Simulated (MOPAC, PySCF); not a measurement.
CH8Si3, SMILES `[SiH2]([SiH3])C=[SiH2]` (Si–C–Si–Si torsion 0°), neutral singlet in the gas phase. 

Cartesian coordinates (Å):
```xyz
12

Si     1.5133     0.3183    -1.4929
C      1.2647    -0.9238    -0.3578
Si    -0.1371    -0.9745     0.8376
Si    -1.5670     0.8721     0.6506
H      0.5971     1.4735    -1.6015
H      2.6425     0.3511    -2.4495
H      1.9795    -1.7440    -0.3339
H     -0.9604    -2.2054     0.6472
H      0.3597    -1.0204     2.2447
H     -2.6608     0.7464     1.6526
H     -2.1836     0.9554    -0.7026
H     -0.8478     2.1512     0.9055
```
Charge 0, spin multiplicity 1.

All levels are single points at this geometry (PBE0-D3(BJ)/def2-TZVP); Pople sets use spherical d functions. Orbital energies aren't observables, and empty levels follow the basis.

AM1 in MOPAC gives gap (eV) = 8.46.

**Question.** Estimate the gap (eV) from each of these levels: PBE-D3(BJ)/def2-TZVP in PySCF; PBE0-D3(BJ)/def2-TZVP in PySCF; B3LYP/6-31G* in PySCF; B3LYP/LANL2DZ in PySCF; BP86/6-31G* in PySCF; SVWN5/6-31G* in PySCF; PM3 in MOPAC; PM6 in MOPAC.

**Answer.** 
```json
[
 {"level": "PBE-D3(BJ)/def2-TZVP in PySCF", "gap (eV)": "3.48"},
 {"level": "PBE0-D3(BJ)/def2-TZVP in PySCF", "gap (eV)": "5.24"},
 {"level": "B3LYP/6-31G* in PySCF", "gap (eV)": "5.03"},
 {"level": "B3LYP/LANL2DZ in PySCF", "gap (eV)": "5.07"},
 {"level": "BP86/6-31G* in PySCF", "gap (eV)": "3.63"},
 {"level": "SVWN5/6-31G* in PySCF", "gap (eV)": "3.58"},
 {"level": "PM3 in MOPAC", "gap (eV)": "7.26"},
 {"level": "PM6 in MOPAC", "gap (eV)": "7.47"}
]
```
